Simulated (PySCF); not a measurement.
## Correlation energy of Cl (chlorine, neutral)

[Ne] 3s2 3p5, 2P determinant. Computed with PySCF 2.14 in cc-pV(T+d)Z, with no relativity, point nucleus. Frozen: [Ne]; 7 electrons correlated.

MP2 pair energies summed by pair of shells (mhartree):

```
 pair  energy  share (%)
3p-3p  -97.76       61.7
3s-3p  -51.46       32.5
3s-3s   -9.32        5.9
```

Total MP2 correlation energy: -158.54 mhartree.

Same-spin part -36.68 and opposite-spin part -121.86 mhartree; SCS-MP2 scales them by 1/3 and 6/5 to -158.46 mhartree.

```
  level  correlation energy (mhartree)
   CCSD                        -182.22
    (T)                          -5.78
CCSD(T)                        -188.00
```

Diagnostics: T1 = 0.0073, D1 = 0.0240, largest double amplitude 0.053.

Is a single reference adequate?

Yes: T1 lies below 0.03 and no double amplitude reaches 0.07.
